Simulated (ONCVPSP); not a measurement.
Se ONCV: all-electron and pseudo phase curves

* Element: selenium (Se)
* Generator: ONCVPSP 4.0.1
* Type: optimised norm-conserving Vanderbilt (ONCV)
* Functional: LDA (Perdew-Wang 92)
* Relativity: scalar-relativistic
* Frozen core: [Ar] 3d10
* Valence charge: 6
* Reference configuration: 4s2 4p3 (charge +1)
* Partial waves: 4s: rc 1.45 bohr, ncon 3, nbas 7, qcut 5.1 1/bohr, 2 projectors, debl 1.6 Ha; 4p: rc 1.55 bohr, ncon 3, nbas 6, qcut 4.9 1/bohr, 1 projector
* Local potential: polynomial inside 1.35 bohr (lpopt 5, dvloc0 0 Ha)
* Core correction: none

The phase is arctan(r·R′/R) of the radial function R(r), unwrapped; energies in Ha, scanned from -2 to 5 Ha. A pole is an energy at which the radial function vanishes at the test radius. The pseudo phase is shifted by a multiple of π to meet the all-electron one at the reference energy, and phase errors are pseudo minus all-electron; the curves can meet again beyond the range given. Levels narrower than the energy grid can be missing from the lists of poles.

| channel | radius (bohr) | reference energy (Ha) | poles, all-electron | poles, pseudo | unbroken range about the reference energy with phases within 0.05 rad | phase error 1 Ha above the reference energy (rad) |
| --- | --- | --- | --- | --- | --- | --- |
| s | 1.47 | -1.00 | 2.88 | 2.77, 3.89 | below 3.3 | +0.000 |
| p | 1.57 | -0.57 | 2.97 | 2.00 | below 1.5 | -0.017 |

Note: no bound ghost flagged; GHOST(+) flagged for s at 96.3 eV.

Phases in the p channel:

```csv
E (Ha),all-electron,pseudo
-1.98,0.825,0.802
-1.62,0.617,0.596
-1.26,0.291,0.276
-0.90,-0.157,-0.161
-0.54,-0.596,-0.596
-0.18,-0.908,-0.913
0.18,-1.107,-1.119
0.54,-1.237,-1.257
0.90,-1.326,-1.356
1.26,-1.392,-1.434
1.62,-1.443,-1.501
1.98,-1.484,-1.566
2.34,-1.519,-1.641
2.70,-1.550,-1.750
3.06,-1.577,-1.976
3.42,-1.604,-2.808
3.78,-1.630,-4.041
4.14,-1.656,-4.369
4.50,-1.685,-4.493
4.86,-1.716,-4.560
```
